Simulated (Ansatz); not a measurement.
`O[Si](F)(S)S`, relaxed with RKS PBE0-D4/def2-TZVP in Ansatz from a PBE-D4/def2-SVP geometry. The force threshold is 0.005 eV/Å; the program also tests the step.

Charge 0, multiplicity 1.

Start:

```xyz
8

O    -0.003    0.846    1.205
Si    0.116    0.199   -0.325
F     0.734    1.338   -1.323
S    -1.723   -0.320   -1.287
S     1.364   -1.515   -0.124
H    -0.483    1.693    1.254
H    -2.019   -1.264   -0.349
H     2.014   -0.977    0.950
```

(1) By how much does the energy fall, and how many steps does the optimiser take? (Best estimate.)

(2) Which bonds change most? (Estimate.)

(3) Give the relaxed structure. (Best estimate.)

## Answers

(1) Computed: 0.08 eV, in 9 steps.

(2) Ansatz gave: Si2–F3 from 1.636 to 1.592 Å; O1–Si2 from 1.666 to 1.628 Å; Si2–S4 from 2.139 to 2.115 Å; Si2–S5 from 2.129 to 2.107 Å.

(3) Ansatz gave: 
```xyz
8

O    -0.034    0.834    1.171
Si    0.122    0.191   -0.316
F     0.743    1.290   -1.288
S    -1.687   -0.320   -1.285
S     1.358   -1.502   -0.110
H    -0.524    1.656    1.247
H    -2.032   -1.193   -0.323
H     2.054   -0.956    0.903
```
